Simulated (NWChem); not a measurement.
System meant: CuH4O2F2, doublet; SMILES [OH2]->[Cu](<-[OH2])([F])[F]

Input file for NWChem:

```
start job
memory heap 200 mb stack 900 mb global 1100 mb
geometry units angstroms noautoz
  Cu    -0.347165    -0.095374    -0.018889
  F     -0.551822     1.524309    -0.757849
  F      0.038842    -1.713939     0.649164
  O     -1.026035    -1.325190    -1.492286
  H     -0.653580    -2.047377    -0.921937
  H     -0.559126    -1.332244    -2.343455
  O     -0.630422     1.074822     1.630000
  H     -1.456342     0.912419     2.113341
  H     -0.798031     1.788821     0.961723
end
basis spherical
  Cu library def2-svp
  F library def2-svp
  O library def2-svp
  H library def2-svp
end
dft
  odft
  mult 3
  xc xpbe96 cpbe96
  iterations 150
  mulliken
end
task dft energy
```

End of the output:

```
 ==============================================================================
                                 internuclear angles
 ------------------------------------------------------------------------------
        center 1       |       center 2       |       center 3       |  degrees
 ------------------------------------------------------------------------------
    2 F                |   1 Cu               |   3 F                |   173.77
    2 F                |   1 Cu               |   4 O                |   102.09
    2 F                |   1 Cu               |   7 O                |    78.41
    3 F                |   1 Cu               |   4 O                |    78.24
    3 F                |   1 Cu               |   7 O                |   104.26
    4 O                |   1 Cu               |   7 O                |   152.19
    1 Cu               |   4 O                |   5 H                |    84.18
    1 Cu               |   4 O                |   6 H                |   118.59
    5 H                |   4 O                |   6 H                |   108.54
    1 Cu               |   7 O                |   8 H                |   115.11
    1 Cu               |   7 O                |   9 H                |    83.80
    8 H                |   7 O                |   9 H                |   108.18
 ------------------------------------------------------------------------------
                            number of included internuclear angles:         12
 ==============================================================================

 Summary of "ao basis" -> "" (spherical)
 ------------------------------------------------------------------------------
       Tag                 Description            Shells   Functions and Types
 ---------------- ------------------------------  ------  ---------------------
 Cu                         def2-svp                11       31   5s3p2d1f
 F                          def2-svp                 6       14   3s2p1d
 O                          def2-svp                 6       14   3s2p1d
 H                          def2-svp                 3        5   2s1p

  pbe96 is a nonlocal functional; adding pw91lda local functional.

                                 NWChem DFT Module
                                 -----------------

 Summary of "ao basis" -> "ao basis" (spherical)
 ------------------------------------------------------------------------------
       Tag                 Description            Shells   Functions and Types
 ---------------- ------------------------------  ------  ---------------------
 Cu                         def2-svp                11       31   5s3p2d1f
 F                          def2-svp                 6       14   3s2p1d
 O                          def2-svp                 6       14   3s2p1d
 H                          def2-svp                 3        5   2s1p

  number of electrons :                   67
  multiplicity        :                    3
 ------------------------------------------------------------------------
  no. of electrons and multiplicity not compatible                  67
 ------------------------------------------------------------------------
 ------------------------------------------------------------------------
  current input line :
    27: task dft energy
 ------------------------------------------------------------------------
 ------------------------------------------------------------------------
 There is an error in the input file
 ------------------------------------------------------------------------
 For more information see the NWChem manual at https://nwchemgit.github.io

0: no. of electrons and multiplicity not compatible:Received an Error in Communication
```

**Question.** What is wrong, and how is it mended?

**Answer.** The input was rejected before any calculation. Cause: the multiplicity doesn't fit the number of electrons (an even count wants an odd multiplicity, and the reverse). This input runs:
```
start job
memory heap 200 mb stack 900 mb global 1100 mb
geometry units angstroms noautoz
  Cu    -0.347165    -0.095374    -0.018889
  F     -0.551822     1.524309    -0.757849
  F      0.038842    -1.713939     0.649164
  O     -1.026035    -1.325190    -1.492286
  H     -0.653580    -2.047377    -0.921937
  H     -0.559126    -1.332244    -2.343455
  O     -0.630422     1.074822     1.630000
  H     -1.456342     0.912419     2.113341
  H     -0.798031     1.788821     0.961723
end
basis spherical
  * library def2-svp
end
dft
  odft
  mult 2
  xc xpbe96 cpbe96
  iterations 150
  mulliken
end
task dft energy
```
It converges to -1991.99632 Ha (PBE/def2-SVP, spin-unrestricted).
